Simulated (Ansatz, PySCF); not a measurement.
C2H7OSi, SMILES O[Si](C)C (connectivity only; charge and spin as stated), charge +1, multiplicity 1.

Geometry: B3LYP-D3(BJ)/def2-SVP. The spin state was assumed, not searched. The isomer is the one that the SMILES or the coordinates give; other isomers of the formula were not compared. Other conformers were not sampled.

Vertical ionisation energy (IE) and electron affinity (EA) in eV. Rows of orbital energies are one-electron estimates. Where ΔSCF, EOM or ADC give a negative EA the extra electron is unbound and the value depends on the basis.

| level | IE | EA |
|---|---|---|
| −ε(HOMO), −ε(LUMO), PBE0/def2-TZVP (PySCF) | 14.87 | 6.96 |
| −ε(HOMO), −ε(LUMO), PBE/def2-TZVP (PySCF) | 13.47 | 7.87 |
| ΔSCF, PBE0/def2-SVPD (Ansatz), final states of multiplicity 2 and 2 | 17.13 | 5.12 |
| ΔSCF, PBE/def2-SVPD (Ansatz), final states of multiplicity 2 and 2 | … | … |

**Question.** Some entries are withheld; supply them. (Estimate from the structure and the level; the computed values follow.)

**Answer.** 
- ΔSCF, PBE/def2-SVPD (Ansatz, a first-principles code), final states of multiplicity 2 and 2, IE: 16.74
- ΔSCF, PBE/def2-SVPD (Ansatz), final states of multiplicity 2 and 2, EA: 5.10

**Question.** What vertical singlet–triplet gap does ΔSCF give with PBE0/def2-SVPD (Ansatz) and with PBE/def2-SVPD (Ansatz)? (The exact figures need the calculation; the answer reports its results.)

**Answer.** 5.73 and 5.37 eV (triplet above singlet where positive).
